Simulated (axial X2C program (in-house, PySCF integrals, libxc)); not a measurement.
## CsGa: from the spin-free to the two-component result

All values were computed with an axial X2C code built on PySCF integrals. Spin-free means the one-electron spin-free X2C Hamiltonian; two-component (2c) means X2C with spin–orbit coupling and atomic mean-field two-electron Coulomb and Gaunt terms, so the difference of the two also holds small scalar two-electron terms. Basis: Cs dyall-cv3z [15s15p9d4f1g], Ga dyall-cv3z [9s9p7d4f1g] (cores contracted in-house); Gaussian nuclei, density fitting, unrestricted open shells. Masses: Cs 132.905 u, Ga 68.926 u.

Spin-free state: M_S = 1, Λ = 1 (beyond evenly filled blocks: σα, π+α); fragments Cs + Ga.

| level | Re (Å) | ωe (cm⁻¹) | De (eV) | μ (D) |
| --- | --- | --- | --- | --- |
| PBE0 | 3.582 | 83.3 | 0.626 | -7.63 |
| HF | 3.794 | 76.0 | 0.158 | -10.87 |
| MP2 | 3.629 | 82.5 | 0.430 | n/a |
| CCSD | 3.664 | 80.9 | 0.455 | n/a |
| CCSD(T) | 3.650 | 81.5 | 0.479 | n/a |
| PW91 | 3.578 | 80.8 | 0.702 | -6.47 |

Correlated methods: 12 electrons correlated (number of frozen shells: Cs 4 s, 3 p, 2 d; Ga 3 s, 2 p, 1 d), 358 virtual spin orbitals or spinors in MP2, 90 natural virtuals in coupled cluster.

Dipoles are positive if Ga is the positive end.

Two-component determinant lowest at the distance of the search:

Ω = 2 (⟨Sz⟩ = 1.00, ⟨Lz⟩ = 1.00 at HF); fragments Cs + Ga.

```tsv
level	Re (Å)	ωe (cm⁻¹)	De (eV)	μ (D)
PBE0	3.585	83.4	n/a	-7.66
HF	3.796	76.2	n/a	-10.90
MP2	3.631	82.8	0.349	n/a
CCSD	3.666	81.1	0.375	n/a
CCSD(T)	3.653	81.7	0.399	n/a
PW91	3.581	80.9	n/a	-6.49
```

(1) From the two tables, how do the constants change at the CCSD(T) level (2c against spin-free)?

The state is one determinant whose occupation by symmetry is held fixed; it was picked as the lowest of a PBE0 search that is not exhaustive. De is counted from the lowest determinant-based energies of the atoms at the same level, without counterpoise correction. De is not given where an atomic determinant may have missed its ground term or J level, or where the truncated virtual space spoils (T). Density functionals use the spin component along the axis (collinear). Coupled cluster ran in a truncated set of natural virtual spinors; the MP2 energy of the rest was added. (T) has no such correction and the atoms are truncated less, which lowers De at CCSD(T) by a hundredth of an eV or more. Other states lie close and PBE0, whose exact exchange favours high spin, may order them wrongly; the determinant shown need not be the ground state. The nearest other spin-free determinant of the search, M_S = 0, Λ = 1, lies 0.20 eV up at the distance of the search. The functionals have no current-density term, which raises determinants with orbital currents, atoms included. The atomic limit has a lower orbital projection than the molecule and lies lower at mean-field level, so De may be about a tenth of an eV too small. With several unpaired electrons one determinant need not be a pure state. Open-shell Ω = 0 determinants with evenly filled partner blocks cannot be reached by this program, so the Ω shown need not be the lowest component. At some level and bond length an empty orbital lies below a filled one. With the outer-core shells frozen, correlated bond lengths of heavy atoms tend to come out a few hundredths of an ångström too long.

## Answers

(1) At the CCSD(T) level Re rises by 0.003 Å and ωe doesn't move by more than 0.2 cm⁻¹; De changes by -0.080 eV.
